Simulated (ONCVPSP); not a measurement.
Reading a pseudo-wave (P)

Columns: radius, all-electron u(r) and pseudo u(r) of the 2p shell (level -124.53 eV) of phosphorus in the configuration [He] 2s2 2p6 3s2 3p3; BLYP, scalar-relativistic, ONCV scheme, ONCVPSP 4.0.1.

```csv
r (bohr),all-electron,pseudo
0.050,0.1873,0.0584
0.100,0.5269,0.2232
0.150,0.8493,0.4653
0.200,1.0981,0.7444
0.250,1.2633,1.0172
0.300,1.3524,1.2451
0.350,1.3812,1.4032
0.400,1.3639,1.4795
0.450,1.3148,1.4798
0.500,1.2443,1.4173
0.550,1.1611,1.3133
0.600,1.0714,1.1882
0.650,0.9797,1.0586
0.700,0.8892,0.9361
0.750,0.8022,0.8261
0.800,0.7198,0.7299
0.850,0.6431,0.6463
0.900,0.5724,0.5730
0.950,0.5077,0.5077
1.000,0.4491,0.4490
1.050,0.3963,0.3962
1.100,0.3489,0.3488
1.150,0.3066,0.3066
1.200,0.2691,0.2690
1.250,0.2358,0.2357
1.300,0.2063,0.2062
```

Task: How many radial nodes do the two functions have?

Result: The all-electron 2p function has n − l − 1 = 0; the pseudo-wave has 0.

Task: At about which radius was the pseudo-wave matched?

Result: 1.00 bohr, where the columns begin to agree (steps of 0.05 bohr).

Task: Is the pseudo-wave norm-conserving?

Result: Yes: the ONCV scheme keeps the norm inside the radius equal to the all-electron one, which fixes the energy derivative of the logarithmic derivative at the level.
